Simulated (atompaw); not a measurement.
**Scattering properties, PAW (atompaw) potential for zinc**

```json
{
  "Element": "Zn (Z = 30)",
  "Generator": "atompaw 4.2.0.5",
  "Type": "PAW",
  "Functional": "PBE",
  "Relativity": "scalar-relativistic",
  "Frozen core": "[Ne] 3s2",
  "Valence charge": "18",
  "Reference configuration": "3p6 3d10 4s2 4p0",
  "Partial waves": "4s (bound): rc 2.65 bohr; 4s channel at 1.45 Ry: rc 2.65 bohr; 3p (bound): rc 1.00 bohr; 4p (bound, empty): rc 1.20 bohr; 3d (bound): rc 1.30 bohr; 3d channel at 3.85 Ry: rc 1.30 bohr",
  "Local potential": "ultrasoft scheme with l = 3 at 1 Ry, radius 2.10 bohr",
  "Core correction": "smooth core density matched at 2.20 bohr",
  "Augmentation charge": "gaussian compensation charge, radius 1.95 bohr; PAW radius 2.65 bohr; waves and projectors: custom polynom2 7 10 vanderbiltortho"
}
```

The phase is arctan(r·u′/u) with u = r·R(r), unwrapped; energies in Ry, scanned from -8 to 5 Ry. A pole is an energy at which the radial function vanishes at the test radius. The pseudo phase is shifted by a multiple of π to meet the all-electron one at the reference energy, and phase errors are pseudo minus all-electron; the curves can meet again beyond the range given. Levels narrower than the energy grid can be missing from the lists of poles.

| channel | radius (bohr) | reference energy (Ry) | poles, all-electron | poles, pseudo | unbroken range about the reference energy with phases within 0.05 rad | phase error 1 Ry above the reference energy (rad) |
| --- | --- | --- | --- | --- | --- | --- |
| s | 2.66 | -0.44 | 0.79 | 0.79, 4.39 | below 3.0 | -0.000 |
| p | 2.66 | -0.08 | -6.14, 1.82 | -6.14, 1.82 | below 4.3 | +0.001 |
| d | 2.66 | -0.75 | -0.69, 3.70 | -0.69, 3.70 | below 0.8 | +0.020 |

A Bessel basis up to 400 Ry misses an occupied level by 0.05 Ry, so cutoffs and ghosts were not judged.

Phases in the s channel:

```tsv
E (Ry)	all-electron	pseudo
-8.00	1.432	1.431
-7.76	1.429	1.429
-7.52	1.427	1.426
-7.28	1.424	1.423
-7.04	1.421	1.421
-6.80	1.418	1.417
-6.56	1.415	1.414
-6.32	1.412	1.411
-6.08	1.408	1.407
-5.84	1.404	1.403
-5.60	1.400	1.399
-5.36	1.396	1.395
-5.12	1.391	1.390
-4.88	1.385	1.385
-4.64	1.380	1.379
-4.40	1.373	1.372
-4.16	1.366	1.365
-3.92	1.358	1.357
-3.68	1.349	1.348
-3.44	1.339	1.338
-3.20	1.327	1.326
-2.96	1.313	1.312
-2.72	1.297	1.296
-2.48	1.277	1.276
-2.24	1.252	1.251
-2.00	1.219	1.218
-1.76	1.175	1.174
-1.52	1.112	1.111
-1.28	1.012	1.011
-1.04	0.834	0.833
-0.80	0.467	0.466
-0.56	-0.245	-0.245
-0.32	-0.899	-0.899
-0.08	-1.219	-1.219
0.16	-1.380	-1.380
0.40	-1.475	-1.475
0.64	-1.539	-1.540
0.88	-1.588	-1.588
1.12	-1.628	-1.628
1.36	-1.663	-1.663
1.60	-1.697	-1.697
1.84	-1.731	-1.731
2.08	-1.768	-1.769
2.32	-1.810	-1.814
2.56	-1.862	-1.871
2.80	-1.930	-1.953
3.04	-2.026	-2.088
3.28	-2.173	-2.367
3.52	-2.424	-3.075
3.76	-2.861	-4.004
4.00	-3.444	-4.422
4.24	-3.896	-4.621
4.48	-4.156	-4.760
4.72	-4.307	-4.895
4.96	-4.402	-5.081
```
